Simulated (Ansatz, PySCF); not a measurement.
Energy difference R1 + R2 → P1 + P2, each structure at its B3LYP-D3(BJ)/def2-TZVP stationary point, reached from a drawn start (curvature not checked).
P1: H2 (SMILES [H][H]), charge 0, multiplicity 1.
R1, HF (SMILES F) (charge 0, multiplicity 1):
```xyz
2

F      0.00000     0.00000     0.46223
H      0.00000     0.00000    -0.46223
```
R2: SiH4 (SMILES [SiH4]), charge 0, multiplicity 1.
P2, FH3Si (SMILES F[SiH3]) (charge 0, multiplicity 1):
```xyz
5

Si    -0.04240     0.00098    -0.00905
F      1.52778    -0.03533     0.32689
H     -0.39089     1.36811    -0.44650
H     -0.30817    -0.97411    -1.08627
H     -0.78632    -0.35964     1.21503
```

P less R. No zero-point or thermal terms.

Correlated levels freeze the cores.

Run with Ansatz (Gaussian orbitals); PySCF for the D3/D4 terms. Each number belongs to the level named beside it.

```csv
level,reaction energy (eV)
PBE-D3(BJ)/def2-TZVPP,-1.006
BLYP/def2-TZVPP,-1.112
BLYP-D3(BJ)/def2-TZVPP,-1.118
BLYP-D4/def2-TZVPP,-1.123
B3LYP-D3(BJ)/def2-TZVPP,-1.109
BHLYP/def2-TZVPP,-1.127
CAM-B3LYP-D3(BJ)/def2-TZVPP,-1.128
MP2/cc-pV(T+d)Z,___
SCS-MP2/cc-pV(D+d)Z,___
```

Question: Fill in the missing entries.

Answer: 
- MP2/cc-pV(T+d)Z, reaction energy (eV): -1.161
- SCS-MP2/cc-pV(D+d)Z, reaction energy (eV): -0.957

Ansatz is a quantum-chemistry and plane-wave program.
